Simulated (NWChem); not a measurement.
C$_{3}$H$_{4}$BF$_{2}$N; SMILES FB1NCC=C1F

```xyz
11

F      2.1546     0.2130     0.0000
B      0.8689    -0.1296     0.0000
N      0.3730    -1.4417     0.0000
C     -1.0719    -1.4582     0.0000
C     -1.4843    -0.0178     0.0000
C     -0.4048     0.7807     0.0000
F     -0.4429     2.1079     0.0000
H      0.8884    -2.3100     0.0000
H     -1.4766    -1.9818    -0.8869
H     -1.4766    -1.9818     0.8869
H     -2.5297     0.2974     0.0000
```
Atoms are numbered in this order, from 1.

All runs: NWChem. Coordinates come from a PBE0/def2-SVP optimisation.

Task: What does the run give for LDA (Slater exchange, VWN5)/def2-SVP? Quantities: highest occupied level (eV); orbital gap (eV); dipole (D).

Result: 
* **highest occupied level (eV)**: -6.12
* **orbital gap (eV)**: 4.75
* **dipole (D)**: 3.55
